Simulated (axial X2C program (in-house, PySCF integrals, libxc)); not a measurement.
## Outer orbitals of GeF⁻ at 1.848 Å, HF

Computed with an axial X2C code built on PySCF integrals. Spin-free means the one-electron spin-free X2C Hamiltonian; two-component (2c) means X2C with spin–orbit coupling and atomic mean-field two-electron Coulomb and Gaunt terms, so the difference of the two also holds small scalar two-electron terms. Basis: Ge dyall-acv3z [10s10p8d5f1g], F dyall-av3z [7s6p3d2f] (cores contracted in-house); Gaussian nuclei, density fitting, unrestricted open shells. Masses: Ge 73.921 u, F 18.998 u.

The distance is close to the 2c PBE0 minimum; the highest filled and lowest empty levels are listed.

Spin-free orbitals, state M_S = 1, Λ = 0 (beyond evenly filled blocks: π+α, π-α) (Löwdin shares):

```tsv
symmetry	occupied	ε (eV)	atomic character
σα	yes	-35.15	75% F s, 15% Ge d, 4% Ge p
σβ	yes	-34.83	76% F s, 14% Ge d, 4% Ge p
σα	yes	-13.31	62% F p, 33% Ge s, 2% F s
σβ	yes	-12.19	79% F p, 15% Ge s
π+α	yes	-10.82	92% F p, 3% Ge p, 2% Ge f
π-α	yes	-10.82	92% F p, 3% Ge p, 2% Ge f
π-β	yes	-10.21	93% F p, 3% Ge f, 3% Ge d
π+β	yes	-10.21	93% F p, 3% Ge f, 3% Ge d
σα	yes	-8.15	44% Ge s, 34% F p, 14% Ge p
σβ	yes	-5.81	61% Ge s, 18% Ge p, 16% F p
π-α	yes	-1.42	86% Ge p, 7% F p, 3% Ge d
π+α	yes	-1.42	86% Ge p, 7% F p, 3% Ge d
σα	no	3.80	95% Ge p, 3% Ge s
σβ	no	3.85	96% Ge p
π-β	no	4.01	99% Ge p
π+β	no	4.01	99% Ge p
```

Spinors with spin–orbit coupling (state Ω = 1):

```
   ω  occupied  ε (eV)             atomic character  λ mixture
 1/2       yes  -35.15   75% F s, 16% Ge d, 4% Ge p     100% σ
-1/2       yes  -34.83   76% F s, 14% Ge d, 4% Ge p     100% σ
 1/2       yes  -13.31    62% F p, 33% Ge s, 2% F s     100% σ
-1/2       yes  -12.19            79% F p, 15% Ge s     100% σ
-1/2       yes  -10.85    92% F p, 3% Ge p, 2% Ge f     100% π
 3/2       yes  -10.80    92% F p, 3% Ge p, 2% Ge f     100% π
 1/2       yes  -10.23    93% F p, 3% Ge f, 3% Ge d     100% π
-3/2       yes  -10.19    93% F p, 3% Ge f, 3% Ge d     100% π
 1/2       yes   -8.15  44% Ge s, 34% F p, 14% Ge p     100% σ
-1/2       yes   -5.81  61% Ge s, 18% Ge p, 16% F p     100% σ
-1/2       yes   -1.50    86% Ge p, 7% F p, 3% Ge d     100% π
 3/2       yes   -1.34    86% Ge p, 7% F p, 4% Ge d     100% π
 1/2        no    3.80            95% Ge p, 3% Ge s     100% σ
-1/2        no    3.85                     97% Ge p     100% σ
 1/2        no    4.01                     99% Ge p     100% π
-3/2        no    4.01                     99% Ge p     100% π
```

**Question.** How does the gap between the highest filled and lowest empty level change from the spin-free to the 2c table?

**Answer.** From 5.22 to 5.14 eV at HF, a change of -0.08 eV.

Mulliken charges and populations of the two-component result (they depend on the basis, above all on diffuse functions):

Ge -0.27 e (s 7.91 p 14.30 d 10.05 f 0.02), F -0.73 e (s 4.02 p 5.70 d 0.01). ⟨Lz⟩ = 0.00 ħ and ⟨Sz⟩ = 1.00 ħ (1.02 and -0.02 on the two atoms), which add up to Ω.

The state is one determinant whose occupation by symmetry is held fixed; it was picked as the lowest of a PBE0 search that is not exhaustive. Other states lie close and PBE0, whose exact exchange favours high spin, may order them wrongly; the determinant shown need not be the ground state. The nearest other spin-free determinant of the search, M_S = 0, Λ = 2, lies 0.67 eV up at the distance of the search. With several unpaired electrons one determinant need not be a pure state. Open-shell Ω = 0 determinants with evenly filled partner blocks cannot be reached by this program, so the Ω shown need not be the lowest component. This is the Ω = 1 component of a π² triplet; the 0⁺ component is not one determinant and can lie lowest.
